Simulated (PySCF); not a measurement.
BH₃O. Atoms are numbered in the order given.

```xyz
5

B     -0.0311     0.7114     0.0000
H      0.9653     1.3728     0.0000
H     -1.1303     1.1974     0.0000
O      0.1278    -0.6270     0.0000
H     -0.7018    -1.1112     0.0000
```

The structure is a stationary point at PBE0-D3(BJ)/def2-TZVP.

Level of theory: B3LYP/pcSseg-2 (PySCF).

GIAO shieldings, no solvent; atoms listed in one row are averaged. δ = σ(ref) − σ: ¹¹B against BF3 (σ = 86.3 ppm); ¹H against TMS (σ = 31.68 ppm); ¹⁷O against H2O (σ = 325.5 ppm), references at their B3LYP-D3(BJ)/def2-TZVP geometries, non-relativistic.

| nucleus | atoms | count | δ (ppm) |
|---|---|---|---|
| ¹¹B | B1 | 1 | 39.9 |
| ¹H | H5 | 1 | 6.32 |
| ¹H | H3 | 1 | 5.47 |
| ¹H | H2 | 1 | 5.33 |
| ¹⁷O | O4 | 1 | 207.8 |
